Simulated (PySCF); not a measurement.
H2S2Se, SMILES S[Se]S. Geometry optimised at ωB97X-D3(BJ)/def2-TZVP. Other conformers were not sampled.

Give the equilibrium geometry at ωB97X-D3(BJ)/def2-TZVP (PySCF confirms it by a frequency run) as Cartesian coordinates in Å, and its point group. (An estimate is asked for; the answer gives what the named calculation found.)

One answer among several that fit: point group C2.
```xyz
5

Se     0.0000     0.0000     0.6768
S      1.7138    -0.0840    -0.6663
H      1.8641     1.2360    -0.8449
S     -1.7138     0.0840    -0.6663
H     -1.8641    -1.2360    -0.8449
```
